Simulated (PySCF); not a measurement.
Order these species by their calculated properties.

All species are isolated and taken at one optimised geometry, non-relativistic unless stated. Electronic properties by PySCF.

The conformers computed, where there is a choice (atom-mapped SMILES and torsion angles):
- `[CH3:1][C@H:2]([F:3])[SiH2:4][SH:5]`: C1–C2–Si4–S5 180°, H–S5–Si4–C2 -36°
- `[CH:1]#[C:2][PH:3][CH2:4][PH2:5]`: C2–P3–C4–P5 52°, H–P5–C4–P3 47°, H–P5–C4–P3 -46°
- `[CH3:1][S:2][SiH2:3][CH2:4][F:5]`: C1–S2–Si3–C4 180°, S2–Si3–C4–F5 180°
- `[CH3:1][CH2:2][CH2:3][NH:4][C:5]([CH3:6])=[O:7]`: C1–C2–C3–N4 64°, C2–C3–N4–C5 -115°, C3–N4–C5–C6 177°
- `[CH2:1]=[C:2]([CH3:3])[S:4][CH2:5][F:6]`: C1–C2–S4–C5 -20°, C2–S4–C5–F6 78°
- `[CH3:1][CH2:2][C:3](=[O:4])[N:5]([CH3:6])[CH3:7]`: C1–C2–C3–O4 -2°, C2–C3–N5–C6 0°
- `[CH3:1][C:2]([CH3:3])([CH3:4])[C:5]([NH2:6])=[O:7]`: C1–C2–C5–N6 -61°, H–N6–C5–C2 180°, H–N6–C5–C2 0°

Problem. Rank by electronic spatial extent ⟨r²⟩ about the centre of nuclear charge, lowest first (wB97X-D/def2-SVPD at GFN2-xTB geometries).
A. `C=C(C)SCF`
B. `[SiH3]N[SiH3]`
C. `C[C@H](F)[SiH2]S`
D. `S([SiH2]CF)C`
E. `CCC(=O)N(C)C`
F. `CCCNC(C)=O`
G. `C#CPCP`

Solution. B (472 bohr²), G (777 bohr²), A (803 bohr²), C (855 bohr²), E (910 bohr²), F (955 bohr²), D (972 bohr²).

Problem. Rank by HOMO–LUMO gap, lowest first (wB97X-D/def2-SVPD at GFN2-xTB geometries).
A. `C=C(C)SCF`
B. `CCCNC(C)=O`
C. `CS[SiH2]CF`
D. `[SiH3]N[SiH3]`

Solution. A (10.23 eV), C (10.41 eV), D (10.82 eV), B (11.29 eV).

Problem. Give the two extremes of that set in kcal/mol.

Solution. `C=C(C)SCF`: 236 kcal/mol; `CCCNC(C)=O`: 260 kcal/mol.

Problem. Rank by smallest rotational constant, lowest first (GFN2-xTB).
A. `S(CF)C(=C)C`
B. `CC(C)(C)C(N)=O`
C. `[SiH3]N[SiH3]`
D. `C[C@H](F)[SiH2]S`

Solution. D (1.383 GHz), A (1.487 GHz), B (1.985 GHz), C (2.885 GHz).

Problem. Rank by lowest triplet excitation (Tamm–Dancoff), lowest first (TDA wB97X-D/def2-SVPD at GFN2-xTB geometries).
A. `CCC(=O)N(C)C`
B. `CCCNC(C)=O`
C. `PCPC#C`
D. `[SiH3]N[SiH3]`

Solution. C (4.70 eV), A (5.32 eV), B (5.44 eV), D (5.89 eV).

Problem. Give the two extremes of that set in kJ/mol.

Solution. `C#CPCP`: 454 kJ/mol; `[SiH3]N[SiH3]`: 568 kJ/mol.

Problem. Rank by dipole moment, highest first (wB97X-D/def2-SVPD at GFN2-xTB geometries).
A. `C#CPCP`
B. `[SiH3]N[SiH3]`
C. `C=C(C)SCF`
D. `C[C@H](F)[SiH2]S`
E. `CCCNC(C)=O`

Solution. E (3.86 D), D (2.25 D), C (1.73 D), B (0.75 D), A (0.24 D).

Problem. Rank by lowest singlet excitation, lowest first (TDDFT wB97X-D/def2-SVPD at GFN2-xTB geometries).
A. `CCC(=O)N(C)C`
B. `CS[SiH2]CF`
C. `C#CPCP`
D. `C[C@H](F)[SiH2]S`
E. `C(=C)(SCF)C`
F. `[SiH3]N[SiH3]`

Solution. C (5.33 eV), B (5.64 eV), E (5.81 eV), A (5.91 eV), F (6.15 eV), D (6.32 eV).
